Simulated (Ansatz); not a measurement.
Basis-set series for CH₆FNSn, SMILES `C[NH][SnH2][F]`. Charge 0, multiplicity 1. Sn takes the def2 core potential. The structure was optimised at the PBE0-D4/def2-TZVP level. It is one conformer, not always the lowest.

```xyz
10

C     0.416   -0.211   -1.421
N    -0.326   -0.680   -0.264
Sn   -0.168    0.223    1.509
F    -0.891    2.015    1.376
H     0.487   -1.003   -2.173
H     1.439    0.040   -1.128
H    -0.015    0.676   -1.902
H    -1.263   -0.969   -0.505
H     1.476    0.467    1.861
H    -1.156   -0.558    2.647
```

| functional | basis | functions | energy (Eh) | HOMO (eV) | LUMO (eV) |
| --- | --- | --- | --- | --- | --- |
| PBE0-D4 | def2-TZVPP | 227 | -410.50848 | -7.00 | -0.24 |
| PBE0-D4 | def2-QZVPP | 433 | -410.52299 | -7.04 | -0.36 |
| ωB97M-V | def2-TZVPP | 227 | -410.58397 | -9.35 | 1.31 |
| ωB97M-V | def2-QZVPP | 433 | -410.59810 | -9.39 | 0.99 |

Task: Give the rows for def2-SVP. (Best estimate.)

Result: Ansatz gave: 
```json
{"functional": "PBE0-D4", "basis": "def2-SVP", "functions": "98", "energy (Eh)": "-410.25494", "HOMO (eV)": "-6.83", "LUMO (eV)": "0.19"}
{"functional": "ωB97M-V", "basis": "def2-SVP", "functions": "98", "energy (Eh)": "-410.32107", "HOMO (eV)": "-9.15", "LUMO (eV)": "2.05"}
```

Positive LUMOs are unbound and depend on the basis.
